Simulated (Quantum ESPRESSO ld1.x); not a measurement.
ld1.x (Quantum ESPRESSO 7.5) input

```
 &input
    zed=26.0,
    iswitch=1,
    rel=1,
    lsd=1,
    dft='PW',
    config='[Ar] 3d5 5d1',
    prefix='ld1',
    max_out_wfc=37,
    file_charge='ld1.rho',
 /
```

Command: `OMP_NUM_THREADS=1 ld1.x < ld1.in > ld1.out`

Output (excerpt):

```
     Program LD1 v.7.5 starts

     --------------------------- All-electron run ----------------------------

     scalar relativistic calculation

     atomic number is 26.00
     dft =PW   lsd =1 sic =0 latt =0  beta=0.20 tr2=1.0E-14
     Exchange-correlation= PW
                           (   1   4   0   0   0   0   0)
     mesh =1983 r(mesh) =  99.27596 a.u. xmin = -8.00 dx = 0.00800
     1 Ry =  13.60569312 eV, c = 137.03599908

     n l     nl                  e(Ry)          e(Ha)          e(eV)
     1 0     1S 1( 1.00)      -515.6560      -257.8280     -7015.8578
     2 0     2S 1( 1.00)       -62.6144       -31.3072      -851.9126
     2 1     2P 1( 3.00)       -53.7781       -26.8890      -731.6878
     3 0     3S 1( 1.00)        -9.4178        -4.7089      -128.1357
     3 1     3P 1( 3.00)        -6.9300        -3.4650       -94.2872
     3 2     3D 1( 5.00)        -3.0026        -1.5013       -40.8519
     5 2     5D 1( 1.00)        -0.4647        -0.2324        -6.3230
     1 0     1S 2( 1.00)      -515.6548      -257.8274     -7015.8408
     2 0     2S 2( 1.00)       -62.4058       -31.2029      -849.0745
     2 1     2P 2( 3.00)       -53.6171       -26.8085      -729.4975
     3 0     3S 2( 1.00)        -8.9920        -4.4960      -122.3427
     3 1     3P 2( 3.00)        -6.5143        -3.2572       -88.6318
     3 2     3D 2( 0.00)        -2.6101        -1.3051       -35.5124
     5 2     5D 2( 0.00)        -0.4146        -0.2073        -5.6413

     final scf error:  2.5E-15 reached in  38 iterations

     Etot =   -2537.003755 Ry,   -1268.501878 Ha,  -34517.694544 eV
     Total magnetization:    6.00 Bohr mag.

     Ekin =    2566.364323 Ry,    1283.182161 Ha,   34917.165414 eV
     Encl =   -6016.550965 Ry,   -3008.275483 Ha,  -81859.346093 eV
     Eh   =    1018.372461 Ry,     509.186230 Ha,   13855.663183 eV
     Exc  =    -105.189573 Ry,     -52.594786 Ha,   -1431.177048 eV
```

Run on one thread of a shared host, so times are rough (Intel(R) Xeon(R) Processor @ 2.60GHz): 0.56 s of CPU time, 2.1 s wall, 38 iterations on 1983 mesh points.
